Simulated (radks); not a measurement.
Values are calculated unless marked as measured or tabulated.
P, configuration [Ne] 3s2 3p3. Code: a radial shooting solver on a logarithmic mesh with Libxc functionals. Model: scalar-relativistic Kohn-Sham, LDA (Slater exchange, Perdew-Wang correlation), spin-polarised, spherical densities, finite nucleus; open shells are filled with parallel spins first; Fermi nuclear charge, rms radius 3.1889 fm; hard spherical wall at 2 bohr.

Normalised radial functions P(r) = r R(r), r in bohr:

r         2p down    3p up  3p down
0.005037   0.0026   0.0016   0.0016
0.005545   0.0032   0.0019   0.0019
0.006153   0.0039   0.0024   0.0024
0.006827   0.0047   0.0029   0.0029
0.007515   0.0057   0.0035   0.0035
0.008339   0.0069   0.0042   0.0042
0.009253   0.0085   0.0052   0.0051
0.01027    0.0103   0.0063   0.0063
0.0113     0.0124   0.0075   0.0075
0.01254    0.0151   0.0092   0.0092
0.01391    0.0183   0.0112   0.0111
0.01532    0.0219   0.0134   0.0133
0.01699    0.0266   0.0162   0.0162
0.01886    0.0323   0.0197   0.0196
0.02076    0.0385   0.0235   0.0234
0.02303    0.0466   0.0284   0.0283
0.02556    0.0562   0.0342   0.0342
0.02813    0.0668   0.0407   0.0406
0.03122    0.0804   0.0489   0.0489
0.03464    0.0964   0.0587   0.0586
0.03813    0.1138   0.0692   0.0692
0.0423     0.1359   0.0826   0.0825
0.04694    0.1617   0.0983   0.0982
0.05167    0.1894   0.1150   0.1149
0.05733    0.2238   0.1359   0.1357
0.06362    0.2635   0.1598   0.1596
0.07003    0.3052   0.1849   0.1847
0.0777     0.3561   0.2155   0.2152
0.08622    0.4134   0.2497   0.2493
0.09567    0.4770   0.2875   0.2871
0.1053     0.5414   0.3255   0.3250
0.1169     0.6169   0.3697   0.3691
0.1297     0.6978   0.4164   0.4157
0.1427     0.7762   0.4608   0.4600
0.1584     0.8638   0.5094   0.5084
0.1757     0.9523   0.5565   0.5554
0.1934     1.0326   0.5971   0.5959
0.2146     1.1154   0.6356   0.6341
0.2382     1.1906   0.6654   0.6638
0.2621     1.2504   0.6825   0.6807
0.2909     1.3014   0.6865   0.6847
0.3228     1.3349   0.6723   0.6703
0.3553     1.3478   0.6401   0.6379
0.3942     1.3404   0.5819   0.5795
0.4374     1.3097   0.4975   0.4947
0.4815     1.2608   0.3953   0.3920
0.5343     1.1867   0.2584   0.2543
0.5928     1.0933   0.0960   0.0910
0.6526     0.9932  -0.0735  -0.0794
0.7241     0.8743  -0.2728  -0.2794
0.8034     0.7496  -0.4804  -0.4868
0.8915     0.6250  -0.6847  -0.6899
0.9813     0.5145  -0.8573  -0.8605
1.089      0.4037  -1.0089  -1.0093
1.208      0.3052  -1.1007  -1.0990
1.33       0.2265  -1.1098  -1.1074
1.476      0.1545  -1.0130  -1.0118
1.637      0.0946  -0.7863  -0.7871
1.802      0.0475  -0.4589  -0.4605
2          0.0000  0.0000  0.0000

2p down: eigenvalue -75.192 eV, 0 radial nodes, <r> = 0.505 bohr, 90 % of the charge inside 0.854 bohr. 3p up: eigenvalue 56.851 eV, 1 radial node at r = 0.627 bohr, <r> = 1.16 bohr, 90 % of the charge inside 1.61 bohr. 3p down (empty): eigenvalue 61.463 eV, 1 radial node at r = 0.625 bohr, <r> = 1.16 bohr, 90 % of the charge inside 1.61 bohr.
